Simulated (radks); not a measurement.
Yb3+, 67 electrons, occupied as [Xe] 4f12 5d1 (not the ground configuration). Calculated with a radial shooting solver on a logarithmic mesh with Libxc functionals: Dirac Kohn-Sham, LDA (Slater exchange, Perdew-Wang correlation), spin-unpolarised, spherical densities, finite nucleus; open shells are shared between the two j in proportion to 2j + 1; Fermi nuclear charge, rms radius 5.3108 fm.

Normalised radial functions P(r) = r R(r) (large component), r in bohr:

| r | 4f5/2 | 5d3/2 | 5d5/2 |
|---|---|---|---|
| 0.002279 | 0.0000 | 0.0001 | 0.0000 |
| 0.003039 | 0.0000 | 0.0001 | 0.0001 |
| 0.004086 | 0.0000 | 0.0002 | 0.0001 |
| 0.00545 | 0.0000 | 0.0005 | 0.0003 |
| 0.007269 | 0.0000 | 0.0010 | 0.0007 |
| 0.009695 | 0.0001 | 0.0021 | 0.0016 |
| 0.01303 | 0.0002 | 0.0044 | 0.0035 |
| 0.01739 | 0.0005 | 0.0089 | 0.0074 |
| 0.02319 | 0.0013 | 0.0177 | 0.0151 |
| 0.03093 | 0.0035 | 0.0338 | 0.0298 |
| 0.04158 | 0.0095 | 0.0623 | 0.0566 |
| 0.05546 | 0.0238 | 0.1053 | 0.0976 |
| 0.07397 | 0.0565 | 0.1608 | 0.1521 |
| 0.09865 | 0.1246 | 0.2126 | 0.2053 |
| 0.1326 | 0.2563 | 0.2237 | 0.2218 |
| 0.1769 | 0.4641 | 0.1462 | 0.1531 |
| 0.2359 | 0.7406 | -0.0336 | -0.0184 |
| 0.3147 | 1.0207 | -0.2469 | -0.2309 |
| 0.4231 | 1.1961 | -0.3461 | -0.3415 |
| 0.5643 | 1.1745 | -0.2077 | -0.2217 |
| 0.7527 | 0.9802 | 0.1288 | 0.0998 |
| 1.004 | 0.7004 | 0.5029 | 0.4718 |
| 1.35 | 0.4206 | 0.7483 | 0.7291 |
| 1.8 | 0.2139 | 0.7659 | 0.7645 |
| 2.401 | 0.0869 | 0.5904 | 0.6027 |
| 3.202 | 0.0258 | 0.3334 | 0.3484 |
| 4.305 | 0.0047 | 0.1230 | 0.1322 |
| 5.742 | 0.0005 | 0.0276 | 0.0307 |

4f5/2: eigenvalue -44.727 eV, 0 radial nodes, <r> = 0.695 bohr, 90 % of the charge inside 1.17 bohr. 5d3/2: eigenvalue -27.695 eV, 2 radial nodes at r = 0.225, 0.682 bohr, <r> = 1.93 bohr, 90 % of the charge inside 2.93 bohr. 5d5/2: eigenvalue -27.041 eV, 2 radial nodes at r = 0.230, 0.696 bohr, <r> = 1.98 bohr, 90 % of the charge inside 2.99 bohr.
